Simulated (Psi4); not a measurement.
BF2 (SMILES F[B]F), doublet, at a GFN2-xTB geometry; MP2/def2-TZVP (Psi4).

Here is a job for Psi4.
```
memory 2 GB

molecule {
0 2
  F    -1.09933277   -0.18974845    0.05097832
  B    -0.01799801    0.56075196   -0.01779468
  F     1.10933166   -0.12178042   -0.04109239
}

set basis def2-tzvp
set reference uhf
set freeze_core true
set mp2_type conv
set scf_type pk
set puream true
set d_convergence 1e-8

energy('mp2')
print_variables()
```

Problem. Write the output that Psi4 gives for this input, abridged.

Solution. 
```
   => Loading Basis Set <=

    Name: DEF2-TZVP
    Role: ORBITAL
    Keyword: BASIS

         ---------------------------------------------------------
                                   SCF
               by Justin Turney, Rob Parrish, Andy Simmonett
                          and Daniel G. A. Smith
                              UHF Reference
         ---------------------------------------------------------

  ==> Geometry <==

    Molecular point group: cs
    Full point group: Cs

    Geometry (in Angstrom), charge = 0, multiplicity = 2:

       Center              X                  Y                   Z               Mass
    ------------   -----------------  -----------------  -----------------  -----------------
         F           -1.100336167763    -0.195056824087     0.000000000000    18.998403162730
         B           -0.017099916736     0.555852410499     0.000000000000    11.009305360000
         F            1.110245327146    -0.127051769454     0.000000000000    18.998403162730

  Running in cs symmetry.

  Rotational constants: A =      3.83887  B =      0.36282  C =      0.33149 [cm^-1]
  Rotational constants: A = 115086.48559  B =  10876.92711  C =   9937.70563 [MHz]
  Nuclear repulsion =   55.514455579784943

  Charge       = 0
  Multiplicity = 2
  Electrons    = 23
  Nalpha       = 12
  Nbeta        = 11

  ==> Algorithm <==

  SCF Algorithm Type is PK.
  DIIS enabled.
  MOM disabled.
  Fractional occupation disabled.
  Guess Type is SAD.
  Energy threshold   = 1.00e-08
  Density threshold  = 1.00e-08
  Integral threshold = 1.00e-12

  ==> Primary Basis <==

  Basis Set: DEF2-TZVP
    Blend: DEF2-TZVP
    Number of shells: 33
    Number of basis functions: 93
    Number of Cartesian functions: 108
    Spherical Harmonics?: true
    Max angular momentum: 3

  ==> Integral Setup <==

  Using in-core PK algorithm.
   Calculation information:
      Number of atoms:                   3
      Number of AO shells:              33
      Number of primitives:             60
      Number of atomic orbitals:       108
      Number of basis functions:        93

      Integral cutoff                 1.00e-12
      Number of threads:                 1

  Performing in-core PK
  Using 19110012 doubles for integral storage.
  We computed 146959 shell quartets total.
  Whereas there are 157641 unique shell quartets.

  ==> DiskJK: Disk-Based J/K Matrices <==

    J tasked:                  Yes
    K tasked:                  Yes
    wK tasked:                  No
    Schwarz Cutoff:          1E-12

  Minimum eigenvalue in the overlap matrix is 1.0583908448E-03.
  Reciprocal condition number of the overlap matrix is 2.1376411162E-04.
    Using symmetric orthogonalization.

  ==> Pre-Iterations <==

  SCF Guess: Superposition of Atomic Densities via on-the-fly atomic UHF (no occupation information).

   -------------------------
    Irrep   Nso     Nmo
   -------------------------
     A'        63      63
     A"        30      30
   -------------------------
    Total      93      93
   -------------------------

  ==> Iterations <==

                        Total Energy        Delta E     RMS |[F,P]|

   @UHF iter SAD:  -222.79722160442924   -2.22797e+02   0.00000e+00
   @UHF iter   1:  -223.65683837896466   -8.59617e-01   5.90632e-03 ADIIS/DIIS
   @UHF iter   2:  -223.69688769086005   -4.00493e-02   3.93460e-03 ADIIS/DIIS
   @UHF iter   3:  -223.71690236165045   -2.00147e-02   3.57525e-04 ADIIS/DIIS
   @UHF iter   4:  -223.71766968589483   -7.67324e-04   9.90470e-05 DIIS
   @UHF iter   5:  -223.71774741382623   -7.77279e-05   3.12425e-05 DIIS
   @UHF iter   6:  -223.71775510917740   -7.69535e-06   1.08872e-05 DIIS
   @UHF iter   7:  -223.71775597674119   -8.67564e-07   3.81777e-06 DIIS
   @UHF iter   8:  -223.71775607800654   -1.01265e-07   1.02613e-06 DIIS
   @UHF iter   9:  -223.71775608584440   -7.83785e-09   2.91502e-07 DIIS
   @UHF iter  10:  -223.71775608643418   -5.89779e-10   9.00639e-08 DIIS
[...]
  @UHF Final Energy:  -223.71775608648943
    Total Energy =                       -223.7177560864894303
  DIE_IF_NOT_CONVERGED          => (empty)
[...]
  OS_SCALE                      => (empty)
  PARENT_SYMMETRY               => (empty)
  PCG_BETA_TYPE                 => (empty)
  PCG_CONVERGENCE               => (empty)
  PCG_MAXITER                   => (empty)
  PCM                           => (empty)
  PE                            => (empty)
  PRINT                         => (empty)
  PRINT_NOONS                   => (empty)
  PROPERTIES                    => (empty)
  PROPERTIES_ORIGIN             => (empty)
  PUREAM                        => TRUE            !
  QC_MODULE                     => (empty)
  RAS1                          => (empty)
  RAS2                          => (empty)
  RAS3                          => (empty)
  RAS4                          => (empty)
  RELATIVISTIC                  => (empty)
  RELAXED                       => (empty)
  REMP_A                        => (empty)
  RESTRICTED_DOCC               => (empty)
  RESTRICTED_UOCC               => (empty)
  RMS_MOGRAD_CONVERGENCE        => (empty)
  R_CONVERGENCE                 => (empty)
  SCF_TYPE                      => PK              !
  SCREENING                     => (empty)
  SCS_TYPE                      => (empty)
  SOCC                          => (empty)
  SOS_TYPE                      => (empty)
  SPIN_SCALE_TYPE               => NONE            !
  SS_SCALE                      => (empty)
  SYMMETRIZE                    => (empty)
  TPDM_ABCD_TYPE                => (empty)
  WFN                           => (empty)
  WFN_TYPE                      => OMP2            !
  WRITER_FILE_LABEL             => (empty)
  ZORA_BASIS_TOLERANCE          => (empty)
  ZORA_NR_DEBUG                 => (empty)
  ZORA_PRUNING_SCHEME           => (empty)
  ZORA_RADIAL_POINTS            => (empty)
  ZORA_SPHERICAL_POINTS         => (empty)

 ==============================================================================
 ==============================================================================
 ==============================================================================

                             MP2
                    Program Written by Ugur Bozkaya,
              Additional Contributions by J. P. Misiewicz

 ==============================================================================
 ==============================================================================
 ==============================================================================

	MO spaces per irreps...

	IRREP   FC   AOCC  BOCC  AVIR    BVIR  FV
	==========================================
	  A'     3     7     6    53     54     0
	  A"     0     2     2    28     28     0
	==========================================

	Computing MP2 energy using SCF MOs (Canonical MP2)...
	==============================================================================
	Nuclear Repulsion Energy (a.u.)    :    55.51445557978494
	SCF Energy (a.u.)                  :  -223.71775608648943
	REF Energy (a.u.)                  :  -223.71775608648943
	Alpha-Alpha Contribution (a.u.)    :    -0.07790344822113
	Alpha-Beta Contribution (a.u.)     :    -0.41496345577760
	Beta-Beta Contribution (a.u.)      :    -0.07315501604748
	Scaled_SS Correlation Energy (a.u.):    -0.05035282142287
	Scaled_OS Correlation Energy (a.u.):    -0.49795614693312
	SCS-MP2 Total Energy (a.u.)        :  -224.26606505484543
	SOS-MP2 Total Energy (a.u.)        :  -224.21571223342255
	SCSN-MP2 Total Energy (a.u.)       :  -223.98361898360218
	SCS-MP2-VDW Total Energy (a.u.)    :  -224.32443854201907
	SOS-PI-MP2 Total Energy (a.u.)     :  -224.29870492457806
	MP2 Correlation Energy (a.u.)      :    -0.56602192004621
	MP2 Total Energy (a.u.)            :  -224.28377800653564
	==============================================================================

  Variable Map:
  ----------------------------------------------------------------------------
[...]
  Array Variable Map:
  ----------------------------------------------------------------------------
[...]
[...]
```
